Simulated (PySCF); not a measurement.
C4H9LiO, charge -1, doublet, geometry from GFN2-xTB (such geometries of metal compounds can be far from the true shape) (a state made from the parent by changing its charge; the spin is typed, not shown lowest) (in this run its highest filled SCF level lies above zero, so its values depend strongly on the basis, on diffuse functions most of all); CAMB3LYP/STO-3G in PySCF.

The PySCF input:
```python
from pyscf import gto, scf, dft

mol = gto.M(
    atom='''
Li    1.019147    1.965115    2.029621
O     0.425252    0.819969    0.846885
C    -0.023034   -0.044414   -0.045872
C     1.004564   -1.187412   -0.313726
C    -1.349332   -0.722498    0.418113
C    -0.314992    0.637762   -1.418295
H     0.637686   -1.904229   -1.051325
H     1.210564   -1.711125    0.619188
H     1.937931   -0.754566   -0.672207
H    -1.177480   -1.239466    1.361644
H    -1.723296   -1.437915   -0.317283
H    -2.105415    0.044029    0.584891
H     0.599232    1.097086   -1.792800
H    -1.056070    1.424022   -1.278158
H    -0.685842   -0.073561   -2.159219
''',
    basis='sto-3g',
    charge=-1,
    spin=1,
    verbose=4,
)

mf = dft.UKS(mol)
mf.xc = 'camb3lyp'
mf.grids.level = 2
mf.kernel()
```

Output, abridged:

```
PySCF version 2.14.0

[INPUT] verbose = 4
[INPUT] num. atoms = 15
[INPUT] num. electrons = 45
[INPUT] charge = -1
[INPUT] spin (= nelec alpha-beta = 2S) = 1
[INPUT] symmetry False subgroup None
[INPUT] Mole.unit = angstrom
[INPUT] Symbol           X                Y                Z      unit          X                Y                Z       unit  Magmom
[INPUT]  1 Li     1.019147000000   1.965115000000   2.029621000000 AA    1.925908710672   3.713529153275   3.835427826666 Bohr   0.0
[INPUT]  2 O      0.425252000000   0.819969000000   0.846885000000 AA    0.803609813924   1.549516840633   1.600380709002 Bohr   0.0
[INPUT]  3 C     -0.023034000000  -0.044414000000  -0.045872000000 AA   -0.043527951553  -0.083930296096  -0.086685516786 Bohr   0.0
[INPUT]  4 C      1.004564000000  -1.187412000000  -0.313726000000 AA    1.898350834598  -2.243883477022  -0.592856218155 Bohr   0.0
[INPUT]  5 C     -1.349332000000  -0.722498000000   0.418113000000 AA   -2.549867931112  -1.365323345546   0.790119059120 Bohr   0.0
[INPUT]  6 C     -0.314992000000   0.637762000000  -1.418295000000 AA   -0.595248611429   1.205195512655  -2.680189113840 Bohr   0.0
[INPUT]  7 H      0.637686000000  -1.904229000000  -1.051325000000 AA    1.205051893469  -3.598471288454  -1.986716317908 Bohr   0.0
[INPUT]  8 H      1.210564000000  -1.711125000000   0.619188000000 AA    2.287634416258  -3.233557614896   1.170095739617 Bohr   0.0
[INPUT]  9 H      1.937931000000  -0.754566000000  -0.672207000000 AA    3.662158838304  -1.425923082909  -1.270287129016 Bohr   0.0
[INPUT] 10 H     -1.177480000000  -1.239466000000   1.361644000000 AA   -2.225114717153  -2.342251280710   2.573134239157 Bohr   0.0
[INPUT] 11 H     -1.723296000000  -1.437915000000  -0.317283000000 AA   -3.256557471558  -2.717265540404  -0.599577973980 Bohr   0.0
[INPUT] 12 H     -2.105415000000   0.044029000000   0.584891000000 AA   -3.978657728551   0.083202751538   1.105283802723 Bohr   0.0
[INPUT] 13 H      0.599232000000   1.097086000000  -1.792800000000 AA    1.132384365075   2.073192075095  -3.387900996120 Bohr   0.0
[INPUT] 14 H     -1.056070000000   1.424022000000  -1.278158000000 AA   -1.995683068369   2.691011575355  -2.415368563922 Bohr   0.0
[INPUT] 15 H     -0.685842000000  -0.073561000000  -2.159219000000 AA   -1.296053544724  -0.139010143449  -4.080332552957 Bohr   0.0

nuclear repulsion = 210.567894597613
number of shells = 27
number of NR pGTOs = 117
number of NR cGTOs = 39
basis = sto-3g
ecp = {}

******** <class 'pyscf.dft.uks.UKS'> ********
method = UKS
initial guess = minao
damping factor = 0
level_shift factor = 0
DIIS = <class 'pyscf.scf.diis.CDIIS'>
diis_start_cycle = 1
diis_space = 8
diis_damp = 0
SCF conv_tol = 1e-09
SCF conv_tol_grad = None
SCF max_cycles = 50
direct_scf = True
direct_scf_tol = 1e-13
number electrons alpha = 23  beta = 22
XC library pyscf.dft.libxc version 7.1.2
    S. Lehtola, C. Steigemann, M. J. T. Oliveira, and M. A. L. Marques,  SoftwareX 7, 1–5 (2018)
XC functionals = camb3lyp
    T. Yanai, D. P. Tew, and N. C. Handy,  Chem. Phys. Lett. 393, 51 (2004)
radial grids:
    Treutler-Ahlrichs [JCP 102, 346 (1995); DOI:10.1063/1.469408] (M4) radial grids

becke partition: Becke, JCP 88, 2547 (1988); DOI:10.1063/1.454033
pruning grids: <function nwchem_prune>
grids dens level: 2
symmetrized grids: False
atomic radii adjust function: <function treutler_atomic_radii_adjust>
small_rho_cutoff = 0
Set gradient conv threshold to 3.16228e-05
tot grids = 115240
init E= -237.821606224968

cycle= 1 E= -237.159515558634  delta_E= 0.662  |g|= 0.503  |ddm|= 3.22
cycle= 2 E= -236.099339574693  delta_E= 1.06  |g|= 1.53  |ddm|= 2.07
cycle= 3 E= -237.362365319051  delta_E= -1.26  |g|= 0.0893  |ddm|= 1.42
cycle= 4 E= -237.366611408964  delta_E= -0.00425  |g|= 0.0327  |ddm|= 0.145
cycle= 5 E= -237.367471820553  delta_E= -0.00086  |g|= 0.0035  |ddm|= 0.0541
cycle= 6 E= -237.367502775632  delta_E= -3.1e-05  |g|= 0.00135  |ddm|= 0.0192
cycle= 7 E= -237.367504891397  delta_E= -2.12e-06  |g|= 0.000496  |ddm|= 0.0038
cycle= 8 E= -237.367505201448  delta_E= -3.1e-07  |g|= 0.000131  |ddm|= 0.0016
cycle= 9 E= -237.367505235115  delta_E= -3.37e-08  |g|= 4.94e-05  |ddm|= 0.000379
cycle= 10 E= -237.367505244141  delta_E= -9.03e-09  |g|= 1.09e-05  |ddm|= 0.000282
cycle= 11 E= -237.36750524464  delta_E= -4.99e-10  |g|= 1.29e-06  |ddm|= 8.16e-05
Extra cycle  E= -237.36750524464  delta_E= -2.27e-13  |g|= 1.22e-06  |ddm|= 3.85e-06
converged SCF energy = -237.36750524464  <S^2> = 0.75297182  2S+1 = 2.0029696
```
